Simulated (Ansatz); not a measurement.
Si(H)(Me)2(SH) (C₂H₈SSi), SMILES C[SiH](S)C.

Coordinates come from a B3LYP-D3(BJ)/def2-SVP optimisation. Other conformers were not sampled.

Two levels are set side by side: PBE/def2-SVPD (Ansatz, a program for electronic structure) and PBE0/def2-SVPD (Ansatz). Energy differences of separate SCF runs at the same geometry; the states with an electron removed or added have multiplicity 2 and 2. Differences are taken from unrounded values.

```csv
quantity,PBE0,PBE,PBE minus PBE0
vertical ionisation energy (eV),9.31,9.09,-0.22
vertical singlet–triplet gap (eV),5.56,5.41,-0.15
```
